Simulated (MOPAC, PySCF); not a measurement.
C3H6Si, SMILES `[SiH3]C1C=C1`, neutral singlet in the gas phase. 

Z-matrix (Å, degrees):
```
C
H 1 1.1024
C 1 1.5267 2 116.52
C 3 1.2939 1 64.93 2 -103.50
H 4 1.0835 3 150.53 1 -179.66
H 3 1.0835 4 150.53 5 0.00
Si 1 1.8796 2 114.66 4 -151.73
H 7 1.4976 1 109.24 2 -180.00
H 7 1.4996 8 108.76 1 121.69
H 7 1.4996 8 108.76 9 116.62
```
Charge 0, spin multiplicity 1.

All levels are single points at this geometry (PBE-D3(BJ)/def2-TZVP); Pople sets use spherical d functions. Orbital energies aren't observables, and empty levels follow the basis.

```
level                          HOMO (eV)  LUMO (eV)  gap (eV)  dipole (D)  vertical IE, Delta-SCF (eV)
-----------------------------  ---------  ---------  --------  ----------  ---------------------------
PBE-D3(BJ)/def2-TZVP in PySCF      -5.89      -1.40      4.49        1.40                         9.04
B3LYP/3-21G in PySCF               -6.65       0.05      6.71        1.28                            –
B3LYP/6-31G* in PySCF              -6.53      -0.01      6.52        1.40                         9.00
B3LYP/LANL2DZ in PySCF             -6.76      -0.32      6.44        1.01                            –
M06-2X/6-31G* in PySCF             -7.95       1.12      9.07        1.34                            –
SVWN5/6-31G* in PySCF              -5.73      -1.11      4.62        1.44                         9.06
HF/6-31G* in PySCF                 -9.28       4.10     13.39        1.38                         8.10
HF/STO-3G in PySCF                 -7.53       8.86     16.39        0.61                            –
AM1 in MOPAC                       -9.72       1.10     10.82        0.71                            –
```
